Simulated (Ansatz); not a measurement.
Start from `C[C](=S)[GeH3]` and change one atom or group to get `CC(=S)CI`.

Ansatz, PBE0-D4/def2-TZVP geometries, multiplicity 1. Each molecule was computed in one conformer, which needn't be the lowest.

Elements past krypton have def2 core potentials. Scalar relativity is left out up to krypton.

```json
{"property": "HOMO–LUMO gap (B3LYP/def2-TZVPP) / eV", "`C[C](=S)[GeH3]`": "3.55"}
{"property": "HOMO energy (B3LYP/def2-TZVPP) / eV", "`C[C](=S)[GeH3]`": "-6.05"}
{"property": "LUMO energy (PBE0/def2-TZVPP) / eV", "`C[C](=S)[GeH3]`": "-2.32"}
{"property": "HOMO energy (PBE/def2-TZVPP) / eV", "`C[C](=S)[GeH3]`": "-5.11"}
{"property": "size of the dipole moment (PBE/def2-TZVPP) / D", "`C[C](=S)[GeH3]`": "2.05"}
{"property": "size of the dipole moment (ωB97M-V/def2-TZVPP) / D", "`C[C](=S)[GeH3]`": "2.08"}
```

Task: What does the change do to each property? (Estimate.)

Result: The calculation gave: 
| property | `CC(=S)CI` | shift |
| --- | --- | --- |
| HOMO–LUMO gap (B3LYP/def2-TZVPP) / eV | 3.55 | 0.00 |
| HOMO energy (B3LYP/def2-TZVPP) / eV | -6.38 | -0.33 |
| LUMO energy (PBE0/def2-TZVPP) / eV | -2.66 | -0.34 |
| HOMO energy (PBE/def2-TZVPP) / eV | -5.40 | -0.29 |
| size of the dipole moment (PBE/def2-TZVPP) / D | 2.14 | 0.09 |
| size of the dipole moment (ωB97M-V/def2-TZVPP) / D | 2.18 | 0.10 |

Dipoles are sizes alone; their direction can turn.

B3LYP here is the variant with VWN-RPA as its local correlation; programs differ in this.

Spin–orbit coupling is left out; it splits and shifts lone-pair levels of the heavy atoms by tenths of an eV.
